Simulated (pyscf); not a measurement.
PySCF, gas phase, ωB97X-D3(BJ)/def2-SVP geometries. Correlated levels are frozen-core, on RHF or UHF. ΔMP2 is the change of the MP2 total energy from the triple- to the quadruple-zeta basis.

**Question.** For H₃C–C•=CH–F → •H₂C–CH=CH–F, a hydrogen shift (doublet surface; C–H broken, C–H formed), PBE/def2-TZVP gives ΔE‡ = 39.0 kcal/mol and ΔE = -22.6 kcal/mol (zero: the reactant's lowest minimum found). In which direction and how far do PBE0-D3(BJ)/def2-TZVP, M06-2X/def2-TZVP, CCSD(T)/def2-TZVPP + ΔMP2(QZVPP) move these?

**Answer.** PBE0-D3(BJ): ΔE‡ = 43.1 kcal/mol, ΔE = -23.0 kcal/mol; M06-2X: ΔE‡ = 45.5 kcal/mol, ΔE = -21.3 kcal/mol; CCSD(T): ΔE‡ = 45.4 kcal/mol, ΔE = -22.4 kcal/mol. PBE's barrier lies under all of them, by 4.1 to 6.5 kcal/mol. Its reaction energy lies among theirs. Low barriers are usual for a GGA, whose delocalisation error favours stretched bonds. H₃C–C•=CH–F lies 25.4 kcal/mol over its isomer •H₂C–C(=CH₂)–F (electronic energy, ωB97M-D3(BJ)/def2-TZVP). This is the saddle that the search found; another between the same sides may lie lower. The CCSD(T) − MP2 part came from Ansatz, without density fitting, on the same reference. A UHF reference is spin-contaminated (<S²> up to 0.96), which harms MP2 most.
